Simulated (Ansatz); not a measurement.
C₃H₁₀OSi (`CCOC[SiH3]`). Charge 0, multiplicity 1.

```xyz
15

C    -1.627   -0.669    1.363
C    -1.536    0.200    0.126
O    -0.249    0.739   -0.094
C     0.699   -0.196   -0.552
Si    2.301    0.722   -0.939
H    -2.661   -0.986    1.520
H    -1.017   -1.570    1.276
H    -1.300   -0.113    2.244
H    -2.198    1.064    0.224
H    -1.855   -0.363   -0.764
H     0.901   -0.980    0.192
H     0.339   -0.709   -1.459
H     2.076    1.741   -1.997
H     2.824    1.388    0.281
H     3.303   -0.268   -1.421
```

(1) Give the diagnostics of a CCSD(T)/def2-TZVPP run (frozen core, Ansatz). (Best estimate.)

## Answers

(1) Computed: T1 = 0.0107, largest single amplitude 0.009, largest double 0.014, (T) share of the correlation energy 3.6 %, 9 CCSD cycles. The RHF solution is stable towards an unrestricted one. T1 lies under the customary mark of 0.02 for closed shells.
